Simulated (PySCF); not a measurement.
**C₆ coefficients of unlike pairs at wB97M-V**

Calculated with PySCF 2.14 from the dipole response of each species, C₆(A,B) = (3/π) ∫ α_A(iu) α_B(iu) du, in atomic units, from isotropic polarisabilities. For ions this is the dispersion term alone; charge-induced terms of lower order in 1/R come first.

```csv
species,configuration,basis,relativity,α (bohr³),C₆ (like pair)
Al³⁺,[Ne] (1S),dyall-av2z (13s9p2d),none,0.07998,0.01860
Cl,[Ne] 3s2 3p5 (2P),def2-QZVPPD (10s7p5d2f1g),none,15.36,96.76
Al,[Ne] 3s2 3p1 (2P),dyall-av2z (13s9p2d),none,65.19,560.6
C²⁺,[He] 2s2 (1S),aug-cc-pVDZ (4s3p2d),none,4.329,6.605
```

Q: Estimate C₆ for Al with Al³⁺.

A: The integral gives 1.410. The combination rule 2 C_A C_B / (C_A α_B/α_A + C_B α_A/α_B) gives 1.316 and the geometric mean 3.229.

No spin-orbit coupling is included.

The other pairs:

| pair | C₆ |
| --- | --- |
| C²⁺, Cl | 25.18 |
| C²⁺, Al | 55.29 |
| C²⁺, Al³⁺ | 0.2246 |
| Al, Cl | 204.1 |
| Cl, Al³⁺ | 0.9245 |
